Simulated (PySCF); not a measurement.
Vertical excitations of a molecule CH₄Cl₂OSi₂ from TDA-ωB97X/def2-SVPD in PySCF, as energy in eV (oscillator strength): 6.29 (0.037), 6.29 (0.026), 6.68 (0.000), 6.91 (0.173), 7.13 (0.049), 7.15 (0.092), 7.31 (0.024), 7.70 (0.011), 7.81 (0.003), 7.90 (0.125). Lowest triplet (TDA): 5.39 eV. Geometry: PBE0-D3(BJ)/def2-SVP. Other conformers were not sampled.

Q: Pick the molecule that these values belong to.
(A) Cl[Si]1(Cl)C[SiH2]O1
(B) Cl[Si]1(Cl)CO[SiH2]1
(C) Cl[Si]1(Cl)OC[SiH2]1
(D) Cl[Si@@H]1C[Si@H](Cl)O1

A: B, Cl[Si]1(Cl)CO[SiH2]1
